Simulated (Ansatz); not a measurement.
Process, species as SMILES: [B]=N (B-NH) → [B-]=N (closed-shell singlet) (an electron is taken up)
B3LYP-D3(BJ)/def2-TZVP geometries, fixed; electronic energies without zero-point terms; positive where energy is released.

Basis-set convergence of the adiabatic electron affinity at CCSD(T) with Ansatz (an electronic-structure program). Cartesian d functions, on some or all atoms, in 6-31+G*; all else is spherical. Cores are frozen. Open shells are unrestricted. No added dispersion term, no relativity. Functions are those of the species that has most. Reference: Hartree-Fock in aug-cc-pVQZ plus the correlation part extrapolated as X^-3 from aug-cc-pVTZ and aug-cc-pVQZ, 1.773 eV, itself unsure by roughly 0.006 eV (a third of the extrapolation step and of the last Hartree-Fock step). Deviations are taken from unrounded values.

```json
[
 {"basis": "def2-SV(P)", "functions": "30", "adiabatic electron affinity (eV)": "0.820", "minus reference (eV)": "-0.953"},
 {"basis": "cc-pVDZ", "functions": "33", "adiabatic electron affinity (eV)": "0.848", "minus reference (eV)": "-0.925"},
 {"basis": "def2-SVP", "functions": "33", "adiabatic electron affinity (eV)": "0.856", "minus reference (eV)": "-0.917"},
 {"basis": "pcseg-1", "functions": "33", "adiabatic electron affinity (eV)": "0.881", "minus reference (eV)": "-0.892"},
 {"basis": "6-31+G*", "functions": "40", "adiabatic electron affinity (eV)": "1.449", "minus reference (eV)": "-0.324"},
 {"basis": "aug-pcseg-1", "functions": "55", "adiabatic electron affinity (eV)": "1.582", "minus reference (eV)": "-0.190"},
 {"basis": "6-311++G(2d,2p)", "functions": "64", "adiabatic electron affinity (eV)": "1.669", "minus reference (eV)": "-0.104"},
 {"basis": "pcseg-2", "functions": "74", "adiabatic electron affinity (eV)": "1.523", "minus reference (eV)": "-0.250"},
 {"basis": "def2-TZVPP", "functions": "76", "adiabatic electron affinity (eV)": "1.573", "minus reference (eV)": "-0.200"},
 {"basis": "def2-TZVPPD", "functions": "91", "adiabatic electron affinity (eV)": "1.713", "minus reference (eV)": "-0.059"},
 {"basis": "jun-cc-pV(T+d)Z", "functions": "92", "adiabatic electron affinity (eV)": "1.737", "minus reference (eV)": "-0.036"},
 {"basis": "6-311++G(3df,3pd)", "functions": "96", "adiabatic electron affinity (eV)": "1.719", "minus reference (eV)": "-0.053"},
 {"basis": "aug-cc-pVTZ", "functions": "115", "adiabatic electron affinity (eV)": "1.760", "minus reference (eV)": "-0.013"},
 {"basis": "aug-pcseg-2", "functions": "115", "adiabatic electron affinity (eV)": "1.697", "minus reference (eV)": "-0.076"},
 {"basis": "cc-pVQZ", "functions": "140", "adiabatic electron affinity (eV)": "1.595", "minus reference (eV)": "-0.178"},
 {"basis": "def2-QZVPP", "functions": "144", "adiabatic electron affinity (eV)": "1.664", "minus reference (eV)": "-0.109"},
 {"basis": "def2-QZVPPD", "functions": "159", "adiabatic electron affinity (eV)": "1.743", "minus reference (eV)": "-0.030"},
 {"basis": "aug-cc-pVQZ", "functions": "206", "adiabatic electron affinity (eV)": "1.764", "minus reference (eV)": "-0.009"}
]
```
